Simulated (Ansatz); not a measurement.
One change: `C#C[SiH2]C#C` becomes `C#C[SiH2][SiH2]C`.

Ansatz, PBE0-D4/def2-TZVP geometries, multiplicity 1. Each molecule was computed in one conformer, which needn't be the lowest.

```tsv
property	`C#C[SiH2]C#C`
HOMO energy (ωB97M-V/def2-TZVPP) / eV	-10.46
size of the dipole moment (ωB97M-V/def2-TZVPP) / D	0.63
HOMO–LUMO gap (ωB97M-V/def2-TZVPP) / eV	12.05
LUMO energy (PBE0/def2-TZVPP) / eV	-0.46
LUMO energy (B3LYP/def2-TZVPP) / eV	-0.65
LUMO energy (PBE/def2-TZVPP) / eV	-1.41
```

Task: What does the change do to each property? (An estimate is asked.)

Result: Computed: 
| property | `C#C[SiH2][SiH2]C` | shift |
| --- | --- | --- |
| HOMO energy (ωB97M-V/def2-TZVPP) / eV | -9.70 | 0.76 |
| size of the dipole moment (ωB97M-V/def2-TZVPP) / D | 1.10 | 0.47 |
| HOMO–LUMO gap (ωB97M-V/def2-TZVPP) / eV | 11.30 | -0.75 |
| LUMO energy (PBE0/def2-TZVPP) / eV | -0.24 | 0.22 |
| LUMO energy (B3LYP/def2-TZVPP) / eV | -0.42 | 0.23 |
| LUMO energy (PBE/def2-TZVPP) / eV | -1.13 | 0.28 |

With PBE0 the HOMO rises by 0.59 eV and the LUMO rises by 0.22 eV, so the gap narrows by about 0.37 eV. PBE moves the HOMO by 0.49 eV and ωB97M-V by 0.76 eV. Dipoles are sizes alone; their direction can turn.

B3LYP here is the variant with VWN-RPA as its local correlation; programs differ in this.
